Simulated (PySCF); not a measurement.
Neon: a sound run and one with changed settings

Sound run: Ne+ [He] 2s2 2p5, Ne(2+) [He] 2s2 2p4. All numbers are calculated (PySCF 2.14, scalar relativity by spin-free X2C-1e, in cc-pVDZ-DK (3s2p1d, 14 functions)). In the sound run the correlated levels freeze 1s2. The sound run starts from symmetry-adapted Hartree-Fock orbitals and uses a fine grid where one is needed.

Changed run: a valence shell is frozen. This setting is unsound on purpose.

```tsv
species	method	sound run (hartree)	changed run (hartree)	converged
Ne+	MP2	-128.03717	-127.98976	yes
Ne+	CCSD(T)	-128.04846	-127.99639	yes
Ne(2+)	MP2	-126.54931	-126.49930	yes
Ne(2+)	CCSD(T)	-126.56234	-126.50444	yes
```

Ionisation energy of Ne+:

```json
{"method": "UHF", "sound run (eV)": "39.395", "changed run (eV)": "39.395"}
{"method": "MP2", "sound run (eV)": "40.487", "changed run (eV)": "40.558"}
{"method": "SCS-MP2", "sound run (eV)": "40.438", "changed run (eV)": "40.585"}
{"method": "CCSD", "sound run (eV)": "40.429", "changed run (eV)": "40.589"}
{"method": "CCSD(T)", "sound run (eV)": "40.439", "changed run (eV)": "40.598"}
```

Freezing a valence shell removes pair correlation that changes on ionisation.

For comparison, NIST gives 40.963 eV between the lowest levels.
